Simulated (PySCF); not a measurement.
# Structure revision by computed shifts

A compound C6H9FSi gives the data below (simulated from a calculation) and was assigned the structure `FCC#CC1C[SiH2]C1`.

$^{13}$C{$^{1}$H} NMR (computed): δ 83.9 (C), 80.6 (C), 78.1 (CH), 20.9 (CH2), 4.9 (CH3), 3.0 (C).

$^{1}$H NMR (500 MHz, computed): δ 4.37 (m, 1H), 3.88 (s, 3H), 2.00 (s, 3H), 1.15 (m, 1H), 0.74 (m, 1H).

Averaged over atoms made equivalent by symmetry, fast rotation or ring inversion, non-relativistic Hamiltonian, single conformer, no solvent model. Geometry: GFN2-xTB; GIAO PBE0/pcSseg-1 shieldings; PySCF 2.14.0 with density-fitted response routines.

Referencing at the same level of theory: $^{1}$H (31.72 ppm) and $^{13}$C (186.93 ppm) vs TMS.

Q: Compare with the shifts computed for the proposed structure, pairing carbons in order of shift.

A: Atoms are numbered as in `[F:1][CH2:2][C:3]#[C:4][CH:5]1[CH2:6][SiH2:7][CH2:8]1`. Each H is labelled by its parent atom.

| atom | computed for proposal | given list | difference |
| --- | --- | --- | --- |
| C4 | 105.5 | 83.9 | +21.6 |
| C3 | 83.9 | 80.6 | +3.3 |
| C2 | 74.1 | 78.1 | -4.0 |
| C5 | 24.6 | 20.9 | +3.7 |
| C6 | 19.9 | 4.9 | +15.0 |
| C8 | 19.9 | 3.0 | +16.9 |

The rms difference is 13.0 ppm and the largest +21.6 ppm at C4 (alkyne carbon). The proposal also would give 5 carbon signals, not 6. The carbon types in order of shift don't match either: C, C, CH2, CH, CH2, CH2 for the proposal against C, C, CH, CH2, CH3, C in the data. The proposal doesn't fit.

Q: Which isomer fits?

A: `CC#C[C@@]1([SiH3])C[C@H]1F`.

- Carbon types of the structure: 3 × C, 1 × CH, 1 × CH2, 1 × CH3, leaving 3 H on heteroatoms.
- δC 83.9, 80.6: alkyne carbon; the triple bond shields along its axis, which puts it between sp3 and sp2 carbons.
- δC 78.1, 20.9, 3.0: three-membered-ring carbon.
- δC 4.9: propargylic methyl carbon; a saturated carbon with 1 carbon neighbour and no heteroatom attached.
- δH 4.37, 1.15, 0.74: hydrogen on a three-membered-ring carbon.

The shifts were computed for this structure.

Splittings by $^{19}$F in the carbon and heteronuclear signals aren't shown, as no couplings were computed. Shifts are as computed. Against solution values, carbons near 30 ppm lie about +3 ppm off and those near 130 ppm about +5 ppm. Of 1309 compounds with measured shifts, 239 miss one by over three times the rms of a fit or turn the order of signals round; such compounds aren't used in these exercises. No couplings were computed; multiplicities are counted from neighbouring protons, with m where these are inequivalent, close in shift, in a saturated or five-membered ring or joined by F or P, and br s for small geminal =CH2 splittings.
